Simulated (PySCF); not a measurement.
An unknown gives this computed stick spectrum. Method used: TDDFT PBE0/def2-SVPD, vertical, gas phase, core orbitals frozen in the response in PySCF. Geometries: GFN2-xTB, one conformer each.

```csv
state,ν̃ (cm⁻¹),f,"main configurations (H = HOMO, L = LUMO)"
S1,58280,0.0083,H→L (86%)
S2,62140,0.012,H→L+1 (89%)
S3,64400,0.031,H→L+3 (84%)
S4,64870,0.0007,"H-1→L (55%), H→L+2 (37%)"
S5,65200,0.016,"H→L+2 (47%), H-1→L (40%)"
S6,68600,0.025,"H-1→L+1 (66%), H-2→L (28%)"
S7,69370,0.012,"H-2→L (53%), H-1→L+1 (18%), H→L+4 (11%)"
S8,69730,0.024,H→L+4 (77%)
```

Triplets computed (Tamm–Dancoff): 7.04, 7.51, 7.83 eV.

Question: Which structure fits?
A. `OCCCOCF`
B. `C=C1C=C1C(C)=O`
C. `C[C@@H](F)C[SiH2]CF`
D. `O=C[C@@H](F)C[SiH2]F`

Answer: A. Its S1 lies at 7.23 eV; the nearest of the others has S1 at 7.69 eV. S1 is HOMO→LUMO (86%). Löwdin shares by element: HOMO oxygen 64% or more, carbon 20% or more, hydrogen 8% or more; LUMO carbon 30% or more, hydrogen 18% or more (atoms not listed hold the other 52%). At the same level the other candidates give, for their lowest levels:
- `C=C1C=C1C(C)=O`: 3.23 eV (f 0.078); 3.33 eV (f 0.001); 5.19 eV (f 0.000); 6.02 eV (f 0.009); 6.32 eV (f 0.033); T1 2.18 eV; HOMO -6.57, LUMO -2.50 eV
- `O=C[C@@H](F)C[SiH2]F`: 4.26 eV (f 0.001); 6.50 eV (f 0.015); 6.89 eV (f 0.006); 7.17 eV (f 0.018); 7.41 eV (f 0.028); T1 3.63 eV; HOMO -8.18, LUMO -1.66 eV
- `C[C@@H](F)C[SiH2]CF`: 7.69 eV (f 0.037); 7.87 eV (f 0.025); 8.13 eV (f 0.015); 8.28 eV (f 0.050); 8.37 eV (f 0.023); T1 7.22 eV; HOMO -8.40, LUMO 0.55 eV
